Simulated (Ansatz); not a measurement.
`[NH2][Ge]([Cl])([Cl])[Cl]` and `[NH2][Ge]([NH2])([Cl])[Cl]` differ in one atom or group.

Ansatz, PBE0-D4/def2-TZVP geometries, multiplicity 1. Each molecule was computed in one conformer, which needn't be the lowest.

Scalar relativity is left out up to krypton.

| property | `[NH2][Ge]([Cl])([Cl])[Cl]` |
| --- | --- |
| LUMO energy (PBE0/def2-TZVPP) / eV | -1.32 |
| LUMO energy (B3LYP/def2-TZVPP) / eV | -1.65 |
| size of the dipole moment (ωB97M-V/def2-TZVPP) / D | 2.33 |
| size of the dipole moment (B3LYP/def2-TZVPP) / D | 2.35 |
| HOMO–LUMO gap (PBE/def2-TZVPP) / eV | 4.75 |
| HOMO energy (B3LYP/def2-TZVPP) / eV | -8.29 |

**Question.** What does the change do to each property? (Estimate.)

**Answer.** Ansatz gave: 
```csv
property,`[NH2][Ge]([NH2])([Cl])[Cl]`,shift
LUMO energy (PBE0/def2-TZVPP) / eV,-0.42,0.90
LUMO energy (B3LYP/def2-TZVPP) / eV,-0.77,0.88
size of the dipole moment (ωB97M-V/def2-TZVPP) / D,1.78,-0.55
size of the dipole moment (B3LYP/def2-TZVPP) / D,1.83,-0.52
HOMO–LUMO gap (PBE/def2-TZVPP) / eV,5.27,0.52
HOMO energy (B3LYP/def2-TZVPP) / eV,-7.91,0.38
```

With PBE0 the HOMO rises by 0.40 eV and the LUMO rises by 0.90 eV, so the gap widens by about 0.50 eV. PBE moves the HOMO by 0.38 eV and ωB97M-V by 0.39 eV. The zero-point energy changes by 65.7 kJ/mol with +6 modes. Dipoles are sizes alone; their direction can turn.

B3LYP here is the variant with VWN-RPA as its local correlation; programs differ in this.
